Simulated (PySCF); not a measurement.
Species: C₄H₈F₂SSi.
Numbering: `[CH2:1]=[C:2]([CH3:3])[S:4][C@@H:5]([F:6])[SiH2:7][F:8]` (hydrogens: H9, H10 on C1; H11, H12, H13 on C3; H14 on C5; H15, H16 on Si7)

Cartesian coordinates in Å at the GFN2-xTB level; atoms count from 1:
```
atom  x, y, z in Å
C1     0.8390   -0.6323    1.1180
C2     1.1382   -0.3570   -0.1423
C3     2.4635    0.1535   -0.6077
S4     0.0053   -0.5740   -1.4929
C5    -1.6331   -0.5719   -0.7072
F6    -1.8584   -1.7616   -0.0437
Si7   -1.9624    0.9403    0.4399
F8    -3.2221    1.6651   -0.2504
H9     1.5666   -0.4749    1.8958
H10   -0.1022   -1.0463    1.4289
H11    2.3515    1.1499   -1.0343
H12    3.1684    0.1950    0.2180
H13    2.8628   -0.4948   -1.3862
H14   -2.3230   -0.5710   -1.5581
H15   -2.4144    0.4787    1.7379
H16   -0.8874    1.9102    0.3730
```

Computed with TDDFT wB97X-D/def2-SVPD, vertical, gas phase, core orbitals frozen in the response in PySCF.

Ground-to-excited transition dipoles (e·a0, same axes as the geometry; the sign carries no meaning), for the states with f of 0.002 or more among the lowest 7:

```tsv
state	E (hartree)	μx	μy	μz
S1	0.2012	-0.184	-0.036	-0.643
S2	0.2259	0.107	0.005	0.557
S3	0.2357	0.560	-0.167	0.112
S4	0.2516	-0.233	0.395	0.126
S5	0.2598	0.040	0.024	-0.456
S6	0.2658	-0.396	0.125	0.316
S7	0.2724	-0.184	0.117	0.186
```

(1) Work out the oscillator strengths.

(2) Which bond between heavy atoms lies closest to the direction of the S1 transition dipole?

(3) What angle do the transition dipoles of S6 and S7 make?

(4) How is the summed strength of these states shared among x, y and z?

Answers

(1) f = (2/3) ΔE |μ|² with ΔE in hartree (27.2114 eV).

| state | \|μ\|² (au) | \|μ\| (D) | f |
| --- | --- | --- | --- |
| S1 | 0.449 | 1.70 | 0.060 |
| S2 | 0.322 | 1.44 | 0.048 |
| S3 | 0.355 | 1.51 | 0.056 |
| S4 | 0.225 | 1.21 | 0.038 |
| S5 | 0.210 | 1.16 | 0.036 |
| S6 | 0.272 | 1.33 | 0.048 |
| S7 | 0.082 | 0.73 | 0.015 |

(2) C2–S4, at 24° from it; next C1–C2 at 33°.

(3) |cos θ| = |μa·μb| / (|μa| |μb|) = 0.98, so θ ≈ 12° (taken between 0 and 90°, since the signs are arbitrary).

(4) (2/3) Σ ΔE μα² gives 0.099 for x, 0.036 for y and 0.167 for z, 0.302 in all.

One conformer stands for the species.
